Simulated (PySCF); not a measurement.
Gas-phase thermal properties of SiI2

Computed with PySCF (xtb for GFN2) and rigid-rotor harmonic-oscillator thermochemistry at 1 bar. 'Table' is the NASA 1993 thermochemical table (part measured, part estimated). All species are closed-shell singlets. I: scalar-relativistic def2 core potential, no spin-orbit coupling. The harmonic model lacks anharmonicity and excited electronic states, which grow with temperature; levels with a mode under 35 cm⁻¹ are left out. Soft modes under 120 cm⁻¹ make the harmonic entropy rough for SiI2. The table's entry may be an old estimate for SiI2 (not checked at source).

| level | point group | σ | ZPE (kJ/mol) | S°298 (J/mol/K) | Cp298 (J/mol/K) | S°1000 (J/mol/K) | H1000 − H298 (kJ/mol) |
|---|---|---|---|---|---|---|---|
| table | - | - | - | 321.0 | 54.6 | 389.7 | 40.1 |
| GFN2-xTB | C2v | 2 | 4.8 | 321.6 | 54.5 | 390.2 | 40.0 |
| PBE/def2-SVP | C2v | 2 | 4.4 | 323.3 | 55.0 | 392.1 | 40.1 |
| PBE0/def2-TZVP | C2v | 2 | 4.6 | 321.8 | 54.7 | 390.6 | 40.1 |
σ: rotational symmetry number. Electronic degeneracy used: 1. Frequencies are unscaled.
